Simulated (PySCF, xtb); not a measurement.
B(F)(NCO)2 (C2BFN2O2), SMILES O=C=NB(N=C=O)F.

GFN2-xTB in xtb at its own geometry gives an orbital gap of 4.87 eV and a dipole moment of 0.09 D.

Geometry optimised at PBE0-D3(BJ)/def2-SVP. The values are those of a single conformer.

Problem. What does PBE/def2-TZVP run with PySCF give? (An estimate is asked for; the answer gives what the named calculation found.)

Solution. gap 5.05 eV (levels -7.61 and -2.56 eV), dipole 0.22 D.
